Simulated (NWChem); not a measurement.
H2SeS; SMILES S[SeH]

Program: NWChem. The geometry was optimised at PBE0/def2-SVP. Ions are spin-unrestricted doublets at the neutral geometry; other ion states weren't tried.

**Question.** What does the run give for LDA (Slater exchange, VWN5)/aug-cc-pVDZ? Quantities: −ε(HOMO) (eV).

**Answer.** 
```json
{
  "−ε(HOMO) (eV)": "6.16"
}
```
